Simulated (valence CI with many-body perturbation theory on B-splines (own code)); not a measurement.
From CI to CI+MBPT in Dy²⁴⁺

Computed by valence CI with perturbative core correlation (CI+MBPT): six valence electrons over a frozen Dirac-Fock core [Kr], a basis of 7 s, 7 p, 8 d, 6 f, 4 g, 1 h functions for each j, with the one-electron correlation potential Σ1, the two-electron term Σ2, the three-electron term Σ3, Breit, model QED; selected CI, second order for the rest, scaled by the run's own slope (own B-spline code, finite nucleus).

No measured spectrum was set against this ion. As an estimate, terms of the open shell hold to 2 to 4 % of their energy, and close levels can change places. Core correlation moves these levels by up to 8400 cm⁻¹, and in measured spectra 5 to 20 % of such shifts remained as error; rates that hang on mixing are uncertain with them. Among the levels kept, up to 810 cm⁻¹ of a level comes from second order outside the variational space, and about a tenth of that is noise between levels of different J, which matters for small intervals. Only levels of the ground parity were solved; by the run's estimate the other parity begins above the list, which can be wrong where configurations are misplaced.

Each rung adds one term. CI alone is the Dirac-Coulomb CI over the frozen core; QED comes last and gives the full result, which names the levels. Energies are above (4d3/2^4 4d5/2^2) J=4 on the same rung, in cm⁻¹.

Levels are named by their leading jj configuration (3d3/2^4 stands for four electrons in 3d with j = 3/2), which in mixed levels can hold well under half, so a name can repeat and another be missing. Letters in brackets count levels of one name in rising energy.

| Level | CI alone | + Σ1 | + Σ2 | + Σ3 | + Breit | Full |
| --- | --- | --- | --- | --- | --- | --- |
| (4d3/2^4 4d5/2^2) J=2 | 18332 | 18328 | 18528 | 16997 | 17294 | 17290 |
| (4d3/2^4 4d5/2^2) J=0 | 46435 | 46594 | 48850 | 47512 | 47512 | 47570 |
| (4d3/2^3 4d5/2^3) J=3 [a] | 50659 | 51180 | 52355 | 52944 | 51629 | 51813 |
| (4d3/2^3 4d5/2^3) J=1 [a] | 61481 | 62012 | 63807 | 63709 | 62583 | 62770 |
| (4d3/2^3 4d5/2^3) J=4 [a] | 66127 | 66558 | 65826 | 65204 | 64086 | 64232 |
| (4d3/2^3 4d5/2^3) J=5 | 86666 | 87179 | 84783 | 83571 | 82010 | 82173 |
| (4d3/2^3 4d5/2^3) J=6 | 88999 | 89536 | 86491 | 85258 | 83391 | 83556 |
| (4d3/2^3 4d5/2^3) J=2 | 98956 | 99482 | 98691 | 95954 | 94755 | 94926 |
| (4d3/2^3 4d5/2^3) J=3 [b] | 101106 | 101651 | 100752 | 98829 | 97450 | 97627 |
| (4d3/2^2 4d5/2^4) J=2 [a] | 116571 | 117422 | 118519 | 117340 | 115328 | 115613 |
| (4d3/2^3 4d5/2^3) J=1 [b] | 128188 | 128806 | 127330 | 124345 | 123178 | 123376 |
| (4d3/2^3 4d5/2^3) J=0 | 130621 | 131180 | 129149 | 124428 | 123597 | 123739 |
| (4d3/2^3 4d5/2^3) J=4 [b] | 129858 | 130518 | 129357 | 126770 | 125038 | 125248 |
| (4d3/2^2 4d5/2^4) J=2 [b] | 133929 | 134680 | 136023 | 133667 | 131744 | 132012 |
| (4d3/2^3 4d5/2^3) J=3 [c] | 142321 | 142910 | 140647 | 136738 | 135485 | 135665 |
| (4d3/2^2 4d5/2^4) J=0 [a] | 136316 | 137133 | 139340 | 138451 | 136240 | 136564 |
| (4d3/2^2 4d5/2^4) J=4 [a] | 145487 | 146502 | 146730 | 145254 | 142422 | 142769 |
| (4d3/2^2 4d5/2^4) J=5 | 155897 | 156974 | 155812 | 154442 | 151235 | 151594 |
| (4d3/2^2 4d5/2^4) J=3 [a] | 156380 | 157317 | 156853 | 154387 | 151917 | 152240 |
| (4d3/2^2 4d5/2^4) J=6 | 169499 | 170595 | 167788 | 165695 | 162229 | 162584 |
| (4d3/2^2 4d5/2^4) J=3 [b] | 167585 | 168677 | 168013 | 165873 | 162981 | 163346 |
| (4d3/2^2 4d5/2^4) J=1 | 181867 | 182866 | 181561 | 177515 | 175129 | 175462 |
| (4d3/2^2 4d5/2^4) J=4 [b] | 188713 | 189764 | 187496 | 184178 | 181202 | 181546 |
| (4d3/2^2 4d5/2^4) J=2 [c] | 188414 | 189450 | 188558 | 184001 | 181311 | 181657 |
| (4d3/2^2 4d5/2^4) J=2 [d] | 212609 | 213666 | 214327 | 209690 | 207096 | 207451 |
| (4d3/2 4d5/2^5) J=1 | 211782 | 213252 | 218577 | 216204 | 212402 | 212925 |
| (4d3/2^2 4d5/2^4) J=4 [c] | 219201 | 220377 | 220207 | 216168 | 213075 | 213460 |
| (4d3/2 4d5/2^5) J=4 | 253989 | 255454 | 256082 | 251747 | 247580 | 248087 |
| (4d3/2 4d5/2^5) J=2 | 262313 | 263857 | 264875 | 259725 | 255814 | 256328 |
| (4d3/2 4d5/2^5) J=3 | 265891 | 267478 | 268201 | 263876 | 259642 | 260183 |
| (4d3/2^2 4d5/2^4) J=2 [e] | 272664 | 273741 | 271292 | 264222 | 261529 | 261892 |

(1) How does the ionisation energy move along the ladder, and which term matters most?

## Answers

(1) CI alone 823.05, + Σ1 825.39, + Σ2 829.03, + Σ3 829.45, + Breit 829.23, + QED 829.27 eV. The largest step is Σ2, 3.65 eV. NIST lists 827 ± 4 eV (theoretical).
